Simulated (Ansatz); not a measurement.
A nudged elastic band was laid between two geometries of C2H8AlNOSi (14 atoms, charge 0, multiplicity 1).

The calculation used RKS PBE-D4/STO-3G (Ansatz 0.2.0).

| Item | Value |
| --- | --- |
| movable images | 7 |
| climbing image | yes |
| spring | 5.0 eV/Å² |
| optimiser | quadratic models (default) |
| start path | through a guess of the saddle point |
| force threshold | 0.05 eV/Å |
| iteration limit | 48 |
| end points | relaxed |

Image 0:

```xyz
14
Properties=species:S:1:pos:R:3
C -1.721 0.533 -1.428
N -0.718 0.141 -0.376
C -1.364 -0.328 0.832
O -2.615 -0.398 1.001
Al 1.056 0.242 -0.594
Si 2.362 -0.435 1.166
H -1.621 -0.087 -2.345
H -2.722 0.359 -0.970
H -1.623 1.602 -1.713
H -0.584 -0.619 1.601
H 1.490 0.769 -1.940
H 3.785 -0.252 0.915
H 2.187 -1.847 1.483
H 2.073 0.291 2.397
```

Image 8:

```xyz
14
Properties=species:S:1:pos:R:3
C -1.687 1.054 -1.188
N -0.761 0.541 -0.133
C -0.949 -1.414 0.288
O -2.060 -1.739 0.681
Al 0.706 -0.584 -0.373
Si 2.320 -0.427 1.257
H -1.560 0.446 -2.108
H -2.755 0.990 -0.875
H -1.475 2.118 -1.451
H -0.906 1.100 0.752
H 0.941 -0.955 -1.819
H 3.477 0.359 0.845
H 2.855 -1.720 1.666
H 1.842 0.200 2.484
```

**Question.** What changes between the two ends?

**Answer.** Bonds broken: N2–C3, C3–H10. Bonds formed: N2–H10, C3–Al5.

**Question.** Give the energies along the band, and the barrier.

**Answer.** The run converged. The highest image is number 4 of 0 to 8, 3.48 eV above the first end and 3.11 eV above the last; the last end lies 0.37 eV above the first. Neighbouring images differ by up to 2.6 eV, so the band resolves the path poorly. A vibrational analysis at the climbing image gives one clearly imaginary mode, 1686i cm⁻¹: a first-order saddle point. The orbitals stay closed-shell, which can raise the energy where a bond breaks towards radicals; this wasn't checked here. Limits of this set-up: minimal basis.

```csv
image,path coordinate (Å),energy (eV),N2–C3 (Å),C3–H10 (Å),N2–H10 (Å)
0,0.00,0.00,1.45,1.13,2.12
1,0.69,0.02,1.45,1.13,2.12
2,1.37,0.19,1.45,1.13,2.12
3,2.06,0.85,1.48,1.11,1.95
4,2.74,3.48,1.81,1.22,1.42
5,3.62,1.39,2.35,2.18,1.05
6,4.49,0.86,2.30,2.46,1.05
7,5.37,0.39,2.12,2.60,1.05
8,6.24,0.37,2.01,2.56,1.06
```

**Question.** What is the geometry of the highest image?

**Answer.** 
```xyz
14
Properties=species:S:1:pos:R:3
C -1.704 0.761 -1.321
N -0.693 0.433 -0.258
C -1.314 -0.638 1.065
O -2.354 -1.252 0.768
Al 1.000 -0.064 -0.606
Si 2.372 -0.441 1.193
H -1.403 0.381 -2.323
H -2.675 0.280 -1.054
H -1.866 1.859 -1.406
H -0.873 0.492 1.146
H 1.354 -0.218 -2.070
H 3.776 -0.190 0.890
H 2.309 -1.821 1.660
H 2.057 0.390 2.347
```

The run took 9 min on 1 thread of Arm Neoverse V1 (shared host), peak memory 0.11 GiB.
